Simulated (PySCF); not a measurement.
**State search for CsSb**

Unrestricted PBE0; Cs def2-SVP with ECP46, Sb def2-SVP with ECP28; scalar-relativistic core potentials (PySCF 2.14). Outer shells of the fragments: Cs 6s1; Sb 4d10 5s2 5p3.

Followed along the bond (rough minima from three points):

```json
{"2Ms+1": "3", "unpaired": "π ↑↑", "⟨S²⟩ at the start": "2.02", "R at minimum (Å)": "3.67", "Te (eV)": "0.00"}
{"2Ms+1": "1", "unpaired": "π ↑↓", "⟨S²⟩ at the start": "1.01", "R at minimum (Å)": "3.66", "Te (eV)": "0.31"}
{"2Ms+1": "3", "unpaired": "σ ↑, π ↑", "⟨S²⟩ at the start": "2.00", "R at minimum (Å)": "3.44", "Te (eV)": "0.33"}
{"2Ms+1": "1", "unpaired": "σ ↓, π ↑", "⟨S²⟩ at the start": "1.01", "R at minimum (Å)": "3.46", "Te (eV)": "0.62"}
{"2Ms+1": "1", "unpaired": "none", "⟨S²⟩ at the start": "0.00", "R at minimum (Å)": "3.64", "Te (eV)": "1.19"}
```

Solutions found at the starting distance of 3.570 Å, counted from the lowest of them; the search is not exhaustive and high or unbound solutions are not listed, so other states can lie among these:

```
2Ms+1    unpaired   term  E (eV)  ⟨S²⟩  ⟨Lz²⟩   μ (D)
    3        π ↑↑    ³Σ⁻    0.00  2.02   0.00   -9.75
    1        π ↑↓  mixed    0.31  1.01   2.01  -10.04
    3    σ ↑, π ↑     ³Π    0.34  2.00   1.01  -11.68
    1    σ ↓, π ↑  mixed    0.62  1.01   1.01  -11.53
    1        none  mixed    1.18  0.00   2.00   -9.99
    5  σ ↑↑, π ↑↑    ⁵Σ⁻    1.43  6.00   0.00    2.15
    3  σ ↑↑, π ↑↓  mixed    2.10  3.01   2.01    2.34
    1  σ ↓↓, π ↑↑  mixed    2.11  2.01   0.00    2.58
    5  σ ↑, π ↑↑↑     ⁵Π    2.55  6.00   1.00    3.03
    3    σ ↑, π ↑     ³Π    2.94  2.00   1.01    1.90
```

A term symbol is given only where ⟨S²⟩ and ⟨Lz²⟩ are close to those of a pure state; real π, δ and φ orbitals otherwise mix terms. A positive dipole means Cs(−)Sb(+).

Spin–orbit coupling is left out. Counting both spins, an empty level lies below a filled one in some of these solutions, because spin and occupation are held.
